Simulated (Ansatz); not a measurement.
Consider the formal hydrolysis of a Ge–N bond: `[NH2][Ge]([OH])([F])[Cl]` + H₂O → `[OH][Ge]([OH])([F])[Cl]` + NH₃.

Program: Ansatz. Geometries: PBE0-D4/def2-TZVP. ΔE: electronic, gas phase. CBS: MP2 limit from def2 TZ/QZ plus the TZ coupled-cluster correction, frozen cores. This one scheme is used for every species. DFT in def2-TZVPP. B3LYP here is the variant with VWN-RPA as its local correlation; programs differ in this. For Ge outer-core shells are correlated without core-valence functions, which leaves a few kJ/mol of doubt a bond. Scalar relativity is left out up to krypton. Each species was taken in one conformer, which may not be the lowest.

```
             level  ΔE (kJ/mol)
          B3LYP-D4        -15.1
SCS-MP2/def2-TZVPP        -16.8
```

Question: What does CCSD(T)/CBS give? (Estimate.)

Answer: Ansatz gave: -11.8 kJ/mol. The listed levels differ from it by -3.3, -5.0 kJ/mol.

Largest T1 diagnostic among the species: 0.011.

In def2-TZVPP, CCSD(T) changes the Hartree–Fock value by +5.1 kJ/mol (the triples alone add +0.2 kJ/mol) and MP2 by +6.3 kJ/mol.

CCSD(T)/CBS has its own doubt, a few kJ/mol and more with outer-core shells, so smaller differences from it don't rank the levels.
